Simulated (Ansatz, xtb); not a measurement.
**Relative energy of two isomers of CH9AlOSi2**

We compare I, `[SiH3][CH2][AlH][O][SiH3]`, a singlet, with II, `[CH3][Al]([SiH3])[O][SiH3]`, a singlet. Both are isolated molecules in the gas phase, relaxed with B3LYP/6-31G*; the shapes shown needn't be the lowest conformers.

I (Å):

```yaml
atoms:
  - { symbol: C, position_ang: [-1.0108, 0.2415, 1.6655] }
  - { symbol: Al, position_ang: [-0.9573, -0.8566, 0.0488] }
  - { symbol: O, position_ang: [0.1696, -0.5040, -1.1851] }
  - { symbol: Si, position_ang: [-0.0292, -0.4477, 3.1193] }
  - { symbol: Si, position_ang: [1.2899, -0.0973, -2.3139] }
  - { symbol: H, position_ang: [-0.1501, 0.3916, 4.3448] }
  - { symbol: H, position_ang: [-0.4984, -1.8205, 3.4635] }
  - { symbol: H, position_ang: [1.4175, -0.5437, 2.7736] }
  - { symbol: H, position_ang: [-2.0596, 0.3359, 1.9827] }
  - { symbol: H, position_ang: [-0.6385, 1.2506, 1.4442] }
  - { symbol: H, position_ang: [-1.9280, -2.0862, -0.1877] }
  - { symbol: H, position_ang: [2.2740, -1.1996, -2.4952] }
  - { symbol: H, position_ang: [2.0345, 1.1286, -1.9093] }
  - { symbol: H, position_ang: [0.6348, 0.1725, -3.6236] }
```

II (Å):

| atom | x (Å) | y (Å) | z (Å) |
| --- | --- | --- | --- |
| C | -1.8087 | -0.4011 | 2.1693 |
| Al | -1.3750 | 0.7608 | 0.6489 |
| O | -2.0582 | 0.3547 | -0.8712 |
| Si | 0.0657 | 2.7624 | 0.6958 |
| Si | -2.5738 | 0.1922 | -2.4218 |
| H | -1.3456 | -0.0714 | 3.1063 |
| H | -1.4790 | -1.4307 | 1.9761 |
| H | -2.8945 | -0.4436 | 2.3275 |
| H | 1.2333 | 2.6239 | -0.2257 |
| H | 0.6164 | 3.0422 | 2.0552 |
| H | -0.6753 | 3.9866 | 0.2667 |
| H | -2.0331 | 1.2793 | -3.2865 |
| H | -4.0605 | 0.2486 | -2.4841 |
| H | -2.1261 | -1.1117 | -2.9847 |

Q: Which of the two would you expect CCSD(T)/def2-SVP + ΔMP2/def2-TZVPP electronic energies to favour?

A: Too close to call at this level: CCSD(T)/def2-SVP + ΔMP2/def2-TZVPP gives E(II) − E(I) = +0.71 kcal/mol.

How the difference moves with the method:

| level | geometry | E(II) − E(I) (kcal/mol) | departure from the last row (kcal/mol) | job, with rough time for the two |
| --- | --- | --- | --- | --- |
| B3LYP/6-31G* | B3LYP/6-31G* | −2.47 | −3.18 | optimisation, 12 min |
| HF/def2-SVP | B3LYP/6-31G* | +1.97 | +1.26 | part of the CCSD(T) run |
| MP2/def2-SVP | B3LYP/6-31G* | +2.32 | +1.61 | part of the CCSD(T) run |
| CCSD(T)/def2-SVP | B3LYP/6-31G* | +0.60 | −0.11 | single point |
| CCSD(T)/def2-SVP + ΔMP2/def2-TZVPP | B3LYP/6-31G* | +0.71 |  | single point, 99 s |

As drawn, II has 1 Al–Si, 1 C–H in place of 1 C–Si, 1 Al–H.

The largest departure from CCSD(T)/def2-SVP + ΔMP2/def2-TZVPP is that of B3LYP/6-31G*, 3.18 kcal/mol. Levels run at GFN2-xTB geometries aren't shown. The last row adds to CCSD(T) the change of the MP2 difference between the two basis sets, here +0.11 kcal/mol.

With harmonic frequencies from B3LYP/6-31G* (ideal gas, rigid rotor, one conformer each, 298.15 K, 1 atm): on the last row, ΔE + ΔZPE = +1.82 kcal/mol. A mode under 50 cm⁻¹ makes harmonic enthalpies and free energies unreliable, so none is given.

The correlated steps freeze 17 core orbitals. Run with Ansatz 0.2.0; the last row on 2 threads of Intel(R) Xeon(R) Processor @ 2.50GHz (Skylake/Cascade Lake) on a shared host.
